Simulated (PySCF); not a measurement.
PySCF input for C3H10Si3, SMILES [C@H]1([SiH2][SiH2]C1=C)[SiH3], SMD-PBE0/6-31G*. The structure is a stationary point at B3LYP-D3(BJ)/def2-SVP. The structure was generated by enumeration; whether it is a known compound was not checked.

```python
import numpy as np
from pyscf import gto, scf, dft
from pyscf.solvent import smd

mol = gto.M(
    atom='''
    C    -0.94093692    1.36033023    1.82486159
    C    -0.62539056    0.60751806    0.76222385
    Si   -1.62402581    0.22034042   -0.81912202
    Si   -0.16532630   -1.60550327   -0.59229374
    C     0.58370250   -0.33145036    0.65210143
    Si    2.08511132    0.57895050   -0.06326100
    H    -0.31313201    1.38325402    2.72444226
    H    -1.84399733    1.97805364    1.84268754
    H    -3.09998821    0.09982017   -0.63983455
    H    -1.35063875    1.14271534   -1.96079881
    H     0.74518469   -2.05687501   -1.68510070
    H    -0.73811108   -2.80058486    0.09363149
    H     0.89579099   -0.75253169    1.62428595
    H     2.48606354    1.70228797    0.83304261
    H     1.74016428    1.13507333   -1.40492463
    H     3.23378453   -0.36262758   -0.21707792
    ''',
    basis='6-31G*',
    charge=0,
    spin=0,
    max_memory=1600,
    verbose=3,
)
mf = dft.RKS(mol, xc='pbe0').density_fit(auxbasis='def2-universal-jkfit')
mf.grids.level = 3
mf.conv_tol = 1e-9
mf.max_cycle = 100
mf.kernel()
res = {}
for name in ['water', 'N,N-dimethylformamide', 'dimethylsulfoxide']:
    s = mf.SMD()
    s.with_solvent.solvent, s.with_solvent.sasa_ng = name, 194
    s.kernel(mf.make_rdm1())
    res[name] = (s.e_tot, s.with_solvent.get_cds(), s.dip_moment(), s.mo_energy, s.converged)
    print(f'SMD {name}: dG(solv) = {(s.e_tot - mf.e_tot) * 627.509474:.3f} kcal/mol, of which CDS {res[name][1] * 627.509474:.3f}')
```

It prints:

```
converged SCF energy = -988.187457532595
converged SCF energy = -988.181598965294
Dipole moment(X, Y, Z, Debye): -0.25635, -0.40124,  0.86454
SMD water: dG(solv) = 3.676 kcal/mol, of which CDS 5.463
converged SCF energy = -988.188438564409
Dipole moment(X, Y, Z, Debye): -0.25835, -0.39521,  0.85650
SMD N,N-dimethylformamide: dG(solv) = -0.616 kcal/mol, of which CDS 1.124
converged SCF energy = -988.187041698881
Dipole moment(X, Y, Z, Debye): -0.25758, -0.39753,  0.85961
SMD dimethylsulfoxide: dG(solv) = 0.261 kcal/mol, of which CDS 2.019
```

Self-consistency was reached.
